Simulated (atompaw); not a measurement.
## Which change was made? (P, PAW (atompaw))

```json
{"Element": "P", "Generator": "atompaw 4.2.0.5", "Type": "PAW", "Functional": "PBE", "Relativity": "non-relativistic", "Frozen core": "[Ne]", "Valence charge": "5", "Reference configuration": "3s2 3p3", "Partial waves": "3s (bound): rc 1.50 bohr; 3s channel at 0.5 Ry: rc 1.35 bohr; 3p (bound): rc 1.50 bohr; 3p channel at 0.05 Ry: rc 1.50 bohr; 3d channel at 0.4 Ry: rc 1.20 bohr; 3d channel at 1.25 Ry: rc 1.20 bohr", "Local potential": "ultrasoft scheme with l = 3 at 1 Ry, radius 1.40 bohr", "Core correction": "smooth core density matched at 1.20 bohr", "Augmentation charge": "besselshape compensation charge, radius 1.20 bohr; PAW radius 1.50 bohr; waves and projectors: custom polynom gramschmidtortho"}
```

Cutoffs, loose and tight: the cutoffs (Ry, on a coarse ladder) from which the occupation-weighted sum of valence levels, in a spherical-Bessel basis at the reference potential, stays within 10 and 1 mRy of its value at 400 Ry. They see the waves, projectors and local potential, not the compensation charge or the core.

The base gives: outcome: generated; cutoff, loose: 21 Ry; cutoff, tight: 35 Ry; bound ghosts: none.

Question: After one change the result is: outcome: generated; cutoff, loose: 35 Ry; cutoff, tight: 40 Ry; bound ghosts: s, p. Which change was it?
A. local potential ultrasoft scheme with l = 3 at 1 Ry, radius 0.64 bohr
B. local potential ultrasoft scheme with l = 3 at 1 Ry, radius 1.00 bohr
C. local potential ultrasoft scheme with l = 3 at 1 Ry, radius 0.74 bohr
D. local potential ultrasoft scheme with l = 3 at 1 Ry, radius 1.12 bohr

Answer: A. The others give: local potential ultrasoft scheme with l = 3 at 1 Ry, radius 1.12 bohr → outcome: generated; cutoff, loose: 40 Ry; cutoff, tight: 40 Ry; bound ghosts: p | local potential ultrasoft scheme with l = 3 at 1 Ry, radius 1.00 bohr → outcome: generated; cutoff, loose: 21 Ry; cutoff, tight: 30 Ry; bound ghosts: p | local potential ultrasoft scheme with l = 3 at 1 Ry, radius 0.74 bohr → outcome: generated; cutoff, loose: 21 Ry; cutoff, tight: 45 Ry; bound ghosts: s, p.
